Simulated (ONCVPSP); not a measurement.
**chlorine: excitation energies, all-electron against ONCV**

```json
{
  "Element": "Cl",
  "Generator": "ONCVPSP 4.0.1",
  "Type": "optimised norm-conserving Vanderbilt (ONCV)",
  "Functional": "PBE",
  "Relativity": "scalar-relativistic",
  "Frozen core": "[Ne]",
  "Valence charge": "7",
  "Reference configuration": "3s2 3p4.75 (charge +0.25)",
  "Partial waves": "3s: rc 1.30 bohr, ncon 4, nbas 8, qcut 5.5 1/bohr, 1 projector; 3p: rc 1.50 bohr, ncon 4, nbas 7, qcut 6.4 1/bohr, 2 projectors, debl 1.7 Ha",
  "Local potential": "polynomial inside 1.00 bohr (lpopt 5, dvloc0 1 Ha)",
  "Core correction": "Teter function fitted to the true core (icmod 2), fcfact 0.25"
}
```

Energies are relative to the spin-unpolarised reference configuration 3s2 3p4.75; without spin polarisation the order of configurations can differ from experiment.

```tsv
valence configuration	charge	ΔE all-electron (eV)	error AE − PS (meV)
3s2 3p4	+1	11.410	+0.9
3s2 3p3	+2	36.857	+16
```

What are ΔE and the potential's error for 3s2 3p1?

ΔE = 127.407 eV all-electron; the error (AE − PS) is +217 meV.

What are ΔE and the potential's error for 3s2 3p5?

ΔE = -2.465 eV all-electron; the error (AE − PS) is +0.3 meV.

Levels in the configuration 3s2 3p5:

```
level  all-electron (eV)  pseudo (eV)
   3s            -20.692      -20.693
   3p             -8.595       -8.596
```
